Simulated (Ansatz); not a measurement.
Basis-set extrapolation for CH₇Al₂B, SMILES `[BH2][AlH][AlH][CH3]` (PBE0-D4/def2-TZVP geometry, frozen core, the Gaussian-basis code of Ansatz). Multiplicity 1, RHF reference.

```tsv
	def2-TZVPP	def2-QZVPP
HF	-550.440081	-550.457202
MP2 correlation	-0.431351	-0.459971
CCSD(T) correlation	-0.510853	not run
```

Energies in hartree. Use E(X) = E(∞) + A·exp(−7.88·√X) for Hartree–Fock and E(X) = E(∞) + B·X^(−2.97) for correlation, with X = 3 and 4, and add CCSD(T) minus MP2 of the smaller set to the MP2 limit.

Problem. What is the CCSD(T) energy at the basis-set limit?

Solution. HF limit: -550.457202 + (-0.017121) × 0.13774 = -550.45956. MP2 limit: -0.459971 + (-0.028620) × 0.74074 = -0.48117. Higher-order term: -0.510853 − (-0.431351) = -0.07950. Total: -551.02023 hartree, 1.89 eV below CCSD(T)/def2-TZVPP.
